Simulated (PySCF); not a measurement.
Telling isomers of C6H6ClFO apart by NMR

PySCF 2.14.0 with density-fitted response routines calculation with shielding tensors at PBE0/pcSseg-1 (GIAO) and GFN2-xTB geometry; one computed conformer, fast rotation and ring inversion assumed for equivalent nuclei, isolated molecule, non-relativistic.

δ = σ(ref) − σ, references computed at the same level: TMS for 1H (σ = 31.72 ppm) and 13C (σ = 186.93 ppm). Splittings of carbon signals by F and P are missing where no couplings were computed. Where no couplings were computed, multiplicities follow the n + 1 count of equivalent neighbours, and m marks all less simple cases (inequivalent or close neighbours, rings, F or P nearby). Shifts are as computed. Against solution values, carbons near 30 ppm lie about +3 ppm off and those near 130 ppm about +5 ppm; carbons on Cl a further +6 ppm. Of 1309 compounds with measured shifts, 239 miss one by over three times the rms of a fit or turn the order of signals round; such compounds aren't used in these exercises. Carbons bonded to Cl come out too deshielded.

(1) Tabulate the signals of `FC/C(Cl)=C1\C=CCO1`, `C=C[C@@]1(F)C[C@@H]1C(=O)Cl`, `COC1=C(Cl)C(F)=CC1` and their relative energies.

(2) What is the quickest way to tell FC/C(Cl)=C1\C=CCO1 from C=C[C@@]1(F)C[C@@H]1C(=O)Cl?

(3) What is the quickest way to tell FC/C(Cl)=C1\C=CCO1 from COC1=C(Cl)C(F)=CC1?

(4) What is the quickest way to tell C=C[C@@]1(F)C[C@@H]1C(=O)Cl from COC1=C(Cl)C(F)=CC1?

Answers

(1) 
| SMILES | carbon types | δC | δH | E rel. (kcal/mol) |
| --- | --- | --- | --- | --- |
| FC/C(Cl)=C1\C=CCO1 | 2×C 2×CH 2×CH2 | 169.9, 142.1, 131.3, 109.0, 88.4, 81.3 | 6.76 (d, 1H), 6.51 (m, 1H), 5.39 (m, 2H), 5.30 (m, 2H) | 3.2 |
| C=C[C@@]1(F)C[C@@H]1C(=O)Cl | 2×C 2×CH 2×CH2 | 177.2, 142.4, 124.5, 88.1, 40.6, 25.9 | 6.14 (m, 1H), 5.87 (m, 1H), 5.47 (m, 1H), 2.32 (m, 1H), 2.29 (m, 1H), 1.22 (m, 1H) | 0.0 |
| COC1=C(Cl)C(F)=CC1 | 3×C 1×CH 1×CH2 1×CH3 | 168.6, 167.1, 105.0, 95.3, 60.0, 37.7 | 5.08 (m, 1H), 4.36 (s, 3H), 2.93 (m, 2H) | 6.0 |

Energies are electronic energies at PBE0/pcSseg-1 on these geometries, without zero-point or thermal terms, each for the one conformer computed, which needn't be the lowest.

(2) Both give the same number of carbon signals, with the same numbers of each carbon type, so the positions decide. The first has an allylic sp3 CH2 bonded to O at 81.3 ppm, the second a three-membered-ring carbon (CH) at 40.6 ppm. Their most deshielded carbons lie at 169.9 and 177.2 ppm. In the proton spectra the most deshielded non-exchanging signals are 6.76 (d, 1H) and 6.14 (m, 1H).

(3) Both give the same number of carbon signals, but DEPT or the intensities differ. The first has an allylic sp3 CH2 bonded to F at 88.4 ppm, the second a methyl carbon bonded to O (CH3) at 60.0 ppm. Their most deshielded carbons lie at 169.9 and 168.6 ppm. In the proton spectra the most deshielded non-exchanging signals are 6.76 (d, 1H) and 5.08 (m, 1H).

(4) Both give the same number of carbon signals, but DEPT or the intensities differ. The first has a terminal =CH2 carbon at 124.5 ppm, the second a methyl carbon bonded to O (CH3) at 60.0 ppm. Their most deshielded carbons lie at 177.2 and 168.6 ppm. In the proton spectra the most deshielded non-exchanging signals are 6.14 (m, 1H) and 5.08 (m, 1H).
